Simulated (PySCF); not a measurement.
C₂H₉NOSi, SMILES C([Si@@H](N)O)C.

The structure is a stationary point at r2SCAN-D4/def2-SVP. The structure was generated by enumeration; whether it is a known compound was not checked. One conformer was computed; it need not be the lowest.

The numbers are results of PBE/def2-TZVP in PySCF, not measurements.

Computed frontier levels, gap, dipole moment and polarisability:
```yaml
highest_occupied_level: -6.16 eV
lowest_empty_level: 0.03 eV
orbital_gap: 6.19 eV
dipole_moment: 0.55 D
quadrupole, principal values (traceless, Buckingham form, about the centre of nuclear charge): -7.28, -0.80, 8.09 D·Å
mean_static_polarisability: 63.3 bohr³ (9.38 Å³)
polarisability_principal_values: 57.6, 63.5, 68.8 bohr³
```
